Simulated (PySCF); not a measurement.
PySCF input for (E)-2-chloro-1-fluoroprop-1-ene (C₃H₄ClF), SMILES C/C(Cl)=C\F, TDDFT-ωB97X/def2-SVPD. Geometry: PBE0-D3(BJ)/def2-SVP.

```python
import numpy as np
from pyscf import gto, scf, dft, tdscf

mol = gto.M(
    atom='''
    C    -1.63162809   -0.18996795    0.00000000
    C    -0.15956592    0.01796869    0.00000000
    Cl    0.39036603    1.66449511    0.00000000
    C     0.76211339   -0.94710882   -0.00000000
    F     0.41508463   -2.23223055   -0.00000000
    H    -2.08894268    0.27360328   -0.88805410
    H    -1.86021175   -1.26385461    0.00000000
    H    -2.08894268    0.27360328    0.88805409
    H     1.84059662   -0.77504535   -0.00000000
    ''',
    basis='def2-SVPD',
    charge=0,
    spin=0,
    symmetry=True,
    max_memory=1600,
    verbose=4,
)
mf = dft.RKS(mol, xc='wb97x').density_fit(auxbasis='def2-universal-jkfit')
mf.grids.level = 3
mf.conv_tol = 1e-9
mf.max_cycle = 100
mf.kernel()
mf.grids = dft.Grids(mol).set(level=1).build(with_non0tab=True)  # coarser grid for the response kernel
td = tdscf.TDDFT(mf)
td.singlet = True
td.nstates = 10
td.conv_tol = 1e-4
td.positive_eig_threshold = 1e-6
td.kernel(x0=td.get_init_guess(mf, 15))
td.analyze()
tt = tdscf.TDA(mf)
tt.singlet = False
tt.nstates = 4
tt.conv_tol = 1e-4
tt.positive_eig_threshold = 1e-6
tt.kernel(x0=tt.get_init_guess(mf, 9))
tt.analyze(verbose=3)
```

Log of the run:

```
PySCF version 2.14.0

[INPUT] verbose = 4
[INPUT] num. atoms = 9
[INPUT] num. electrons = 48
[INPUT] charge = 0
[INPUT] spin (= nelec alpha-beta = 2S) = 0
[INPUT] symmetry True subgroup None
[INPUT] Mole.unit = angstrom
[INPUT] Symbol           X                Y                Z      unit          X                Y                Z       unit  Magmom
[INPUT]  1 C     -1.631628090000  -0.189967950000   0.000000000000 AA   -3.083330227247  -0.358987397945   0.000000000000 Bohr   0.0
[INPUT]  2 C     -0.159565920000   0.017968690000   0.000000000000 AA   -0.301535887614   0.033955902917   0.000000000000 Bohr   0.0
[INPUT]  3 Cl     0.390366030000   1.664495110000   0.000000000000 AA    0.737684885034   3.145439893578   0.000000000000 Bohr   0.0
[INPUT]  4 C      0.762113390000  -0.947108820000   0.000000000000 AA    1.440185582964  -1.789776279960   0.000000000000 Bohr   0.0
[INPUT]  5 F      0.415084630000  -2.232230550000   0.000000000000 AA    0.784396269216  -4.218304386387   0.000000000000 Bohr   0.0
[INPUT]  6 H     -2.088942680000   0.273603280000  -0.888054100000 AA   -3.947529555115   0.517035265983  -1.678179032797 Bohr   0.0
[INPUT]  7 H     -1.860211750000  -1.263854610000   0.000000000000 AA   -3.515290741198  -2.388339074169   0.000000000000 Bohr   0.0
[INPUT]  8 H     -2.088942680000   0.273603280000   0.888054090000 AA   -3.947529555115   0.517035265983   1.678179013900 Bohr   0.0
[INPUT]  9 H      1.840596620000  -0.775045350000   0.000000000000 AA    3.478223517600  -1.464623445618   0.000000000000 Bohr   0.0

nuclear repulsion = 211.711535676781
point group symmetry = Cs
symmetry origin: [-1.18107891e-09  1.57477173e-09 -3.93692939e-10]
symmetry axis x: [ 1.000000e+00 -5.271695e-10  5.533563e-10]
symmetry axis y: [-5.2716950e-10 -1.0000000e+00  2.7828944e-11]
symmetry axis z: [-5.53356300e-10  2.78289114e-11  1.00000000e+00]
num. orbitals of irrep A' = 97
num. orbitals of irrep A" = 45
number of shells = 60
number of NR pGTOs = 208
number of NR cGTOs = 142
basis = def2-SVPD
ecp = {}


[settings echo left out]
init E= -677.030024694353
HOMO (A") = -0.244484777607532  LUMO (A") = 0.016020192261232  gap/eV = 7.08870
cycle= 1 E= -676.34727474788  delta_E= 0.683  |g|= 0.48  |ddm|= 4.05
HOMO (A") = -0.371758441029282  LUMO (A") = 0.0268529622795932  gap/eV = 10.84677
cycle= 2 E= -676.359607006899  delta_E= -0.0123  |g|= 0.478  |ddm|= 1.35
HOMO (A") = -0.352814913903564  LUMO (A") = 0.073797355682673  gap/eV = 11.60871
cycle= 3 E= -676.399978982926  delta_E= -0.0404  |g|= 0.0573  |ddm|= 0.641
HOMO (A") = -0.349311464231103  LUMO (A") = 0.0795634732994674  gap/eV = 11.67028
cycle= 4 E= -676.400581163426  delta_E= -0.000602  |g|= 0.0216  |ddm|= 0.0903
HOMO (A") = -0.351800916280558  LUMO (A") = 0.0772894226731378  gap/eV = 11.67614
cycle= 5 E= -676.40070258011  delta_E= -0.000121  |g|= 0.00499  |ddm|= 0.0458
HOMO (A") = -0.351284925115146  LUMO (A") = 0.0778854581291708  gap/eV = 11.67832
cycle= 6 E= -676.400710999134  delta_E= -8.42e-06  |g|= 0.00128  |ddm|= 0.0158
HOMO (A") = -0.351195085591335  LUMO (A") = 0.077996202175227  gap/eV = 11.67889
cycle= 7 E= -676.400711585596  delta_E= -5.86e-07  |g|= 0.000694  |ddm|= 0.00485
HOMO (A") = -0.351250154049103  LUMO (A") = 0.0779413489270104  gap/eV = 11.67890
cycle= 8 E= -676.40071174293  delta_E= -1.57e-07  |g|= 0.000124  |ddm|= 0.00172
HOMO (A") = -0.351250603873939  LUMO (A") = 0.0779472000472836  gap/eV = 11.67907
cycle= 9 E= -676.400711750951  delta_E= -8.02e-09  |g|= 2.79e-05  |ddm|= 0.000608
HOMO (A") = -0.35124765830858  LUMO (A") = 0.077950488175476  gap/eV = 11.67908
cycle= 10 E= -676.400711751434  delta_E= -4.83e-10  |g|= 6.16e-06  |ddm|= 0.000145
HOMO (A") = -0.351249153512024  LUMO (A") = 0.0779493176713504  gap/eV = 11.67909
Extra cycle  E= -676.400711751462  delta_E= -2.75e-11  |g|= 2.59e-06  |ddm|= 4.61e-05
converged SCF energy = -676.400711751462
tot grids = 37048
Overwritten attributes  positive_eig_threshold  of <class 'pyscf.tdscf.rks.TDDFT'>


******** <class 'pyscf.tdscf.rks.TDDFT'> for <class 'pyscf.df.df_jk.DFSymAdaptedRKS'> ********
nstates = 10 singlet
deg_eia_thresh = 1.000e-03
wfnsym = None
conv_tol = 0.0001
eigh lindep = 1e-12
eigh level_shift = 0
eigh max_cycle = 100


Excitation energies (eV)
[6.408535   6.91459829 7.49314793 8.13149662 8.21374625 8.42202185
 8.57259671 9.26381294 9.27956078 9.34931274]

** Singlet excitation energies and oscillator strengths **
Excited State   1:   A"      6.40853 eV    193.47 nm  f=0.0007
      24 -> 26       -0.52174
      24 -> 27       -0.38453
      24 -> 29        0.10515
      24 -> 33        0.18944
Excited State   2:   A'      6.91460 eV    179.31 nm  f=0.3244
      24 -> 25        0.69867
Excited State   3:   A"      7.49315 eV    165.46 nm  f=0.0002
      24 -> 26        0.41424
      24 -> 27       -0.49995
      24 -> 32       -0.21112
Excited State   4:  ???      8.13150 eV    152.47 nm  f=0.0004
      21 -> 25       -0.11567
      23 -> 25       -0.68427
Excited State   5:  ???      8.21375 eV    150.95 nm  f=0.0017
      23 -> 26       -0.41617
      23 -> 27       -0.49189
      23 -> 29        0.14426
      23 -> 33        0.19253
Excited State   6:  ???      8.42202 eV    147.21 nm  f=0.0046
      22 -> 26       -0.11536
      24 -> 28       -0.32877
      24 -> 29       -0.49788
      24 -> 31        0.21825
      24 -> 32        0.10602
      24 -> 34        0.16404
      24 -> 40       -0.10475
Excited State   7:  ???      8.57260 eV    144.63 nm  f=0.0145
      22 -> 26       -0.10483
      24 -> 28        0.55641
      24 -> 29       -0.31670
      24 -> 32       -0.14056
      24 -> 33       -0.10013
Excited State   8:  ???      9.26381 eV    133.84 nm  f=0.0044
      22 -> 25       -0.12209
      24 -> 30       -0.67252
Excited State   9:  ???      9.27956 eV    133.61 nm  f=0.0248
      21 -> 25        0.14026
      22 -> 26        0.29006
      22 -> 27        0.42629
      22 -> 33       -0.13353
      24 -> 28        0.11250
      24 -> 29       -0.19820
      24 -> 31       -0.13071
      24 -> 32        0.25875
Excited State  10:  ???      9.34931 eV    132.61 nm  f=0.0092
      20 -> 25       -0.15893
      21 -> 25       -0.38179
      22 -> 26        0.10585
      22 -> 27        0.17936
      24 -> 26       -0.10096
      24 -> 27        0.13386
      24 -> 28       -0.11954
      24 -> 29       -0.15469
      24 -> 31       -0.10144
      24 -> 32       -0.37656
      24 -> 34       -0.15721

** Transition electric dipole moments (AU) **
state          X           Y           Z        Dip. S.      Osc.
  1         0.0000     -0.0000      0.0671      0.0045      0.0007
  2        -0.8112      1.1211     -0.0000      1.9150      0.3244
  3         0.0000     -0.0000      0.0322      0.0010      0.0002
  4         0.0000     -0.0000      0.0420      0.0018      0.0004
  5        -0.0923     -0.0081     -0.0000      0.0086      0.0017
  6        -0.0000      0.0000      0.1485      0.0221      0.0046
  7        -0.0000      0.0000      0.2630      0.0692      0.0145
  8         0.1385     -0.0166      0.0000      0.0195      0.0044
  9         0.0000     -0.0000      0.3306      0.1093      0.0248
 10        -0.0000     -0.0000     -0.2006      0.0402      0.0092

** Transition velocity dipole moments (imaginary part, AU) **
state          X           Y           Z        Dip. S.      Osc.
  1         0.0000      0.0000      0.0220      0.0005      0.0014
  2        -0.2021      0.2840     -0.0000      0.1215      0.3187
  3         0.0000      0.0000      0.0044      0.0000      0.0000
  4         0.0000      0.0000      0.0111      0.0001      0.0003
  5        -0.0314     -0.0010     -0.0000      0.0010      0.0022
  6        -0.0000     -0.0000      0.0371      0.0014      0.0030
  7        -0.0000     -0.0000      0.0860      0.0074      0.0157
  8         0.0448      0.0076      0.0000      0.0021      0.0041
  9         0.0000      0.0000      0.1258      0.0158      0.0309
 10         0.0000      0.0000     -0.0683      0.0047      0.0091

** Transition magnetic dipole moments (imaginary part, AU) **
state          X           Y           Z
  1        -0.0869      0.2029      0.0000
  2        -0.0000      0.0000      0.1928
  3        -0.4459     -0.4209      0.0000
  4        -0.0029      0.8329      0.0000
  5        -0.0000     -0.0000      0.3562
  6        -0.8856      0.1764     -0.0000
  7        -0.5927     -0.0490      0.0000
  8         0.0000     -0.0000      0.0472
  9         0.2226     -0.3382     -0.0000
 10         0.0636      0.5733      0.0000
Overwritten attributes  positive_eig_threshold  of <class 'pyscf.tdscf.rks.TDA'>


******** <class 'pyscf.tdscf.rks.TDA'> for <class 'pyscf.df.df_jk.DFSymAdaptedRKS'> ********
nstates = 4 triplet
deg_eia_thresh = 1.000e-03
wfnsym = None
conv_tol = 0.0001
eigh lindep = 1e-12
eigh level_shift = 0
eigh max_cycle = 100


Excitation energies (eV)
[4.16365608 5.92750321 7.45731346 7.45774203]

** Triplet excitation energies and oscillator strengths **
Excited State   1:   A'      4.16366 eV    297.78 nm  f=0.0000
Excited State   2:   A"      5.92750 eV    209.17 nm  f=0.0000
Excited State   3:   A'      7.45731 eV    166.26 nm  f=0.0000
Excited State   4:   A"      7.45774 eV    166.25 nm  f=0.0000
```

Self-consistency was reached.
